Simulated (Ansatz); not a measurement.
hydrogen bromide (HBr), singlet, at a GFN2-xTB geometry; CAM-B3LYP/cc-pVDZ (Ansatz, a quantum-chemistry and plane-wave program).

Here is a job for Ansatz.
Ansatz 0.2 input:
```yaml
crystal:
  periodic: [false, false, false]
  atoms:
    - {symbol: Br, position_ang: [-0.00000000, -0.00000000, -0.03893503]}
    - {symbol: H, position_ang: [0.00000000, 0.00000000, 1.36272591]}
basis:
  gaussian:
    orbitals: cc-pVDZ
hamiltonian:
  xc: cam_b3lyp
accuracy: high
```

It wrote (shortened):

```
Functional definition: CAM-B3LYP
562 factors; integrals over basis functions are off by at most 4.6e-9 eV
136 factors; integrals over basis functions are off by at most 1.0e-9 eV
mean field evaluation 1: about -70065.0947 eV, gradient 6.9e0 eV
mean field evaluation 2: about -70065.2185 eV, gradient 4.5e0 eV
mean field evaluation 4: about -70065.2709 eV, gradient 2.9e-1 eV
mean field evaluation 8: about -70065.2915 eV, gradient 1.7e-3 eV
mean field evaluation 16: about -70065.2915 eV, gradient 3.4e-8 eV
mean field -70065.29153531 eV, -2574.8519719624 hartree, gradient 3.4e-8 eV, S^2 0.000000; 0 other end points of the search recorded, 0 dependent functions left out
reference -70065.29154681 eV, -2574.8519723850 hartree; 18, 18 occupied and 14, 14 virtual orbitals, 562 factors
Total energy: -70065.29154681 eV, -2574.8519723850 hartree
```
